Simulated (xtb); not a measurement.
Mg(H)(SeH) (H2MgSe), SMILES [SeH][MgH]. All values are semi-empirical tight-binding results from xtb (GFN2-xTB unless named), good for trends rather than for accurate numbers. Geometry: GFN2-xTB.

Optimised geometry:

Bond lengths (Å): Mg1–H2 1.586, Mg1–Se3 2.381, Se3–H4 1.430. Bond angles (°): H2–Mg1–Se3 166.6, Mg1–Se3–H4 100.7.
Charge 0, spin multiplicity 1.

For metal compounds this method's bond lengths and energies can be far off.

* **point group as xtb finds it**: Cs
* **orbital gap**: 3.35 eV
* **zero-point energy**: 6.4 kcal/mol
* **G − E(el) at 298.15 K (modified RRHO)**: -10.7 kcal/mol

Task: Give the atomic charges and the Wiberg bond orders between heavy atoms. (An estimate is asked for; the answer gives what the named calculation found.)

Result: charges (e) Mg1 0.49, H2 -0.15, Se3 -0.52, H4 0.18. Bond orders Mg1–Se3 0.88.
